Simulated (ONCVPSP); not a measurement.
**bromine: one change to an ONCV potential, before and after**

Br (Z = 35), optimised norm-conserving Vanderbilt (ONCV), made with ONCVPSP 4.0.1 (PBE, scalar-relativistic). Core [Ar], reference 3d10 4s2 4p3 (charge +2). Waves: 4s: rc 1.45 bohr, ncon 5, nbas 9, qcut 3.5 1/bohr, 1 projector; 4p: rc 1.25 bohr, ncon 4, nbas 8, qcut 7.4 1/bohr, 3 projectors, debl 1.4 Ha; 3d: rc 0.90 bohr, ncon 4, nbas 8, qcut 21.1 1/bohr, 1 projector; f scattering state at 0.28 Ha: rc 1.45 bohr, ncon 4, nbas 7, qcut 7.2 1/bohr, 1 projector. Local part: polynomial inside 0.60 bohr (lpopt 5, dvloc0 2 Ha). Core correction: Teter function, fcfact 3, rcfact 1.3.

All-electron outer shells of the reference configuration (PBE, scalar-relativistic, ld1.x):

| shell | level (eV) | outermost node (bohr) | outermost maximum (bohr) |
| --- | --- | --- | --- |
| 3s | -262.20 | 0.23 | 0.48 |
| 3p | -197.61 | 0.21 | 0.48 |
| 3d | -90.79 | – | 0.43 |
| 4s | -41.84 | 0.67 | 1.39 |
| 4p | -28.23 | 0.70 | 1.58 |

Change: s: qcut 2.6; p: qcut 5.4; d: qcut 15.4; f: qcut 5.2.

Cutoffs: the cutoffs (Ha) at which the residual kinetic energy of the hardest occupied pseudo-wave falls to 1 and 0.1 mHa per electron; they do not see the model core or the augmentation charge, which bear on the density cutoff. Errors are all-electron minus pseudo energies relative to the spin-unpolarised reference configuration.

What does the change do?

The potential gets neither clearly harder nor softer (156 Ha and 175 Ha → 111 Ha and 209 Ha); both files keep a bound ghost (p, s); of the 4 tests that both files solve, the error grows in 0 and shrinks in 1 by more than 15 % and 0.3 meV (median size 3.2 → 2.9 meV); the range in which the f phases agree narrows (upper end at the end of the scan → 3.0).

```csv
quantity,base,changed
"cutoff, loose",156 Ha,111 Ha
"cutoff, tight",175 Ha,209 Ha
loose cutoff by channel,"s 81 Ha, p 29 Ha, d 156 Ha","s 90 Ha, p 69 Ha, d 111 Ha"
bound ghosts,"s, p","s, p"
GHOST(+) flags under 300 eV,f at 157.7 eV,f at 83.9 eV
"error for 3d10 4s2 4p5, meV [ΔE -35.31 eV]",+8.1,+8.1
"error for 3d10 4s2 4p4, meV [ΔE -22.76 eV]",+4.8,+4.9
"error for 3d10 4s2 4p2, meV [ΔE 33.98 eV]",-1.0,-0.9
"error for 3d10 4s1 4p5, meV [ΔE -9.76 eV]",+1.6,-0.2
s: phases at 1.48 bohr within 0.05 rad from the reference energy up to (Ha; the scan ends near 5),1.3,1.2
p: phases at 1.27 bohr within 0.05 rad from the reference energy up to (Ha; the scan ends near 5),to the end of the scan,to the end of the scan
d: phases at 0.91 bohr within 0.05 rad from the reference energy up to (Ha; the scan ends near 5),2.2,1.3
f: phases at 1.48 bohr within 0.05 rad from the reference energy up to (Ha; the scan ends near 5),to the end of the scan,3.0
"rms error of d²Exc/dni dnj with the model core, mHa",6.53,5.86
```

 A true bound ghost makes a file unfit for plane-wave use even where its test errors are small: the radial tests pick states by their node count and pass the ghost by.
